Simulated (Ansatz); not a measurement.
[Ni(NH3)6]3+ (NiN₆H₁₈³⁺). Total charge 3; quartet. Geometry PBE-D4/def2-SVP; atoms count from 1.

```csv
atom,x (Å),y (Å),z (Å)
Ni1,-0.002,-0.003,0.001
N2,-0.476,-1.800,1.124
H3,-0.744,-1.615,2.110
H4,0.310,-2.472,1.194
H5,-1.264,-2.355,0.742
N6,0.466,1.807,-1.109
H7,1.277,2.341,-0.746
H8,-0.310,2.495,-1.141
H9,0.695,1.633,-2.106
N10,0.589,0.984,1.845
H11,1.069,0.364,2.522
H12,-0.206,1.389,2.374
H13,1.239,1.780,1.709
N14,-0.573,-0.984,-1.851
H15,-1.197,-1.800,-1.717
H16,0.229,-1.359,-2.392
H17,-1.077,-0.372,-2.518
N18,-2.046,0.694,0.237
H19,-2.594,0.152,0.932
H20,-2.611,0.640,-0.631
H21,-2.132,1.680,0.546
N22,2.041,-0.702,-0.245
H23,2.579,-0.175,-0.959
H24,2.123,-1.694,-0.534
H25,2.617,-0.629,0.614
```

At PBE0-D4/def2-TZVP a doublet of charge 3 lies 0.92 eV below the quartet, each at its own geometry.

Q: Estimate the Mulliken populations from the PBE0/def2-TZVP orbitals of Ansatz.

A: 
| atom | charge (e) | spin (α − β) | d electrons |
| --- | --- | --- | --- |
| Ni1 | 0.48 | 2.05 | 8.19 |
| N2 | -0.57 | 0.16 | – |
| H3 | 0.33 | 0.00 | – |
| H4 | 0.33 | 0.00 | – |
| H5 | 0.33 | 0.00 | – |
| N6 | -0.57 | 0.16 | – |
| H7 | 0.33 | 0.00 | – |
| H8 | 0.33 | 0.00 | – |
| H9 | 0.33 | 0.00 | – |
| N10 | -0.57 | 0.16 | – |
| H11 | 0.33 | 0.00 | – |
| H12 | 0.33 | 0.00 | – |
| H13 | 0.33 | 0.00 | – |
| N14 | -0.57 | 0.16 | – |
| H15 | 0.33 | 0.00 | – |
| H16 | 0.33 | 0.00 | – |
| H17 | 0.33 | 0.00 | – |
| N18 | -0.58 | 0.16 | – |
| H19 | 0.33 | 0.00 | – |
| H20 | 0.33 | 0.00 | – |
| H21 | 0.33 | 0.00 | – |
| N22 | -0.58 | 0.16 | – |
| H23 | 0.33 | 0.00 | – |
| H24 | 0.33 | 0.00 | – |
| H25 | 0.33 | 0.00 | – |
Mulliken values depend strongly on the basis.

Q: Where does the spin sit?

A: Summed by element: Ni 2.05, N 0.98, H -0.03, of 3 unpaired in all. Largest on single atoms: Ni1 2.05, N10 0.16, N6 0.16.

Q: And the Mayer bond orders between heavy atoms (over 0.3)?

A: Ni1–N2 0.57 (2.17 Å); Ni1–N6 0.57 (2.17 Å); Ni1–N10 0.57 (2.17 Å); Ni1–N14 0.57 (2.17 Å); Ni1–N18 0.57 (2.17 Å); Ni1–N22 0.56 (2.17 Å).
